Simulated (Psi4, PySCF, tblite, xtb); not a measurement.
Approach curve of the dimer H3B ··· H3B (SMILES B and B). Monomers: optimised at B3LYP-D3(BJ) (def2-TZVP), held rigid. Orientation: lowest of the rigid-body minima from ten starts at GFN2-xTB. R is the distance of the centres of mass, along which the second monomer moves.

Geometry at R = 2.33 Å (first 4 atoms: monomer A):
```
8

B      0.0000     0.0000     0.0000
H     -0.8235    -0.8581     0.0045
H     -0.3314     1.1422     0.0017
H      1.1549    -0.2841    -0.0061
B     -0.9564    -1.0413    -1.8490
H     -0.1443    -0.1729    -1.8231
H     -2.1141    -0.7717    -1.8891
H     -0.6110    -2.1793    -1.8348
```

Levels: SAPT0/jun-cc-pVDZ, frozen core (Psi4); RHF/LANL2DZ = restricted Hartree-Fock/LANL2DZ, no counterpoise correction (PySCF); PBE0-D3(BJ)/def2-TZVP, counterpoise-corrected (Psi4); GFN1-xTB (xtb); GFN2-xTB (tblite).

Interaction energies in kcal/mol (negative: bound); R is the distance of the centres of mass, d the B1···H6 distance.

```tsv
R / Å	d / Å	SAPT0/jun-cc-pVDZ	RHF/LANL2DZ	PBE0-D3(BJ)/def2-TZVP	GFN1-xTB	GFN2-xTB
2.16	1.69	-9.72	4.17	-18.41	-8.33	-2.23
2.33	1.84	-6.88	2.65	-13.87	-6.98	-2.69
2.52	2.00	-4.48	1.71	-9.58	-5.09	-2.43
2.73	2.19	-2.82	0.99	-6.23	-3.31	-2.01
3.03	2.47	-1.58	0.30	-3.46	-1.71	-1.60
3.33	2.75	-1.00	-0.06	-2.06	-0.94	-1.33
3.82	3.21	-0.55	-0.22	-1.03	-0.45	-0.96
4.51	3.88	-0.24	-0.14	-0.43	-0.23	-0.55
5.53	4.87	-0.07	-0.04	-0.12	-0.09	-0.21
6.85	6.18	-0.02	-0.01	-0.03	-0.03	-0.07
```

Lowest grid point: SAPT0/jun-cc-pVDZ -9.72 kcal/mol at R = 2.16 Å; RHF/LANL2DZ -0.22 kcal/mol at R = 3.82 Å; PBE0-D3(BJ)/def2-TZVP -18.41 kcal/mol at R = 2.16 Å; GFN1-xTB -8.33 kcal/mol at R = 2.16 Å; GFN2-xTB -2.69 kcal/mol at R = 2.33 Å.
